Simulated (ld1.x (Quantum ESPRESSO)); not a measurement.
# silicon (Si): one change to a TM potential, before and after

- Element: Si
- Generator: ld1.x (Quantum ESPRESSO) 7.5
- Type: norm-conserving Troullier–Martins (Kleinman–Bylander form)
- Functional: Wu–Cohen
- Relativity: scalar-relativistic
- Frozen core: [Ne]
- Valence charge: 4
- Reference configuration: 3s2 3p2
- Partial waves: 3s (bound): rc 1.80 bohr; 3d channel at 0.4 Ry: rc 2.00 bohr; 3p (bound): rc 2.35 bohr
- Local potential: the p channel
- Core correction: none

All-electron outer shells of the reference configuration (Wu–Cohen, scalar-relativistic, ld1.x):

| shell | level (eV) | outermost node (bohr) | outermost maximum (bohr) |
| --- | --- | --- | --- |
| 2s | -139.23 | 0.15 | 0.45 |
| 2p | -95.56 | – | 0.39 |
| 3s | -10.78 | 0.72 | 1.77 |
| 3p | -4.05 | 0.72 | 2.17 |

Change: wave 3s (bound): rc 1.80 bohr becomes 3s (bound): rc 1.10 bohr.

Cutoffs: the cutoffs (Ry, on a coarse ladder) from which the occupation-weighted sum of valence levels, in a spherical-Bessel basis at the reference potential, stays within 10 and 1 mRy of its value at 400 Ry; they do not see the model core or the augmentation charge, which bear on the density cutoff. Errors are all-electron minus pseudo energies relative to the spin-unpolarised reference configuration.

Predict the effect on cutoff, ghosts and configuration errors.

The potential gets harder (15 Ry and 35 Ry → 100 Ry and 260 Ry); a bound ghost appears in s, which as a rule spoils a file; of the 7 tests that both files solve, the error grows in 6 and shrinks in 0 by more than 15 % and 0.3 meV (median size 8.1 → 22.8 meV). A smaller radius makes the pseudo-wave follow the all-electron one further in, where it bends more sharply, so more plane waves are needed. That the errors move this way runs against the usual rule that smaller radii transfer better.

| quantity | base | changed |
| --- | --- | --- |
| cutoff, loose | 15 Ry | 100 Ry |
| cutoff, tight | 35 Ry | 260 Ry |
| loose cutoff by channel (10 mRy a level) | s 12 Ry, p 6 Ry | s 80 Ry, p 6 Ry |
| bound ghosts | none | s |
| error for 3s2 3p1, meV [ΔE 7.72 eV] | +1.4 | +5.3 |
| error for 3s2 3p0, meV [ΔE 23.71 eV] | +13 | +43 |
| error for 3s1 3p0, meV [ΔE 57.66 eV] | +72 | +84 |
| error for 3s0 3p4, meV [ΔE 13.76 eV] | +11 | +163 |
| error for 3s1 3p3, meV [ΔE 6.81 eV] | +3.1 | +23 |
| error for 3s2 3p2.3, meV [ΔE -0.92 eV] | +0.1 | +0.2 |
| error for 3s1 3p2, meV [ΔE 15.14 eV] | +8.1 | +18 |
| s: phases at 2.57 bohr within 0.05 rad from the reference energy up to (Ry; the scan ends near 5) | 2.6 | 2.0 |
| p: phases at 2.57 bohr within 0.05 rad from the reference energy up to (Ry; the scan ends near 5) | 2.9 | 2.9 |
| d: phases at 2.57 bohr within 0.05 rad from the reference energy up to (Ry; the scan ends near 5) | 3.6 | 3.6 |

 A true bound ghost makes a file unfit for plane-wave use even where its test errors are small: the radial tests pick states by their node count and pass the ghost by.
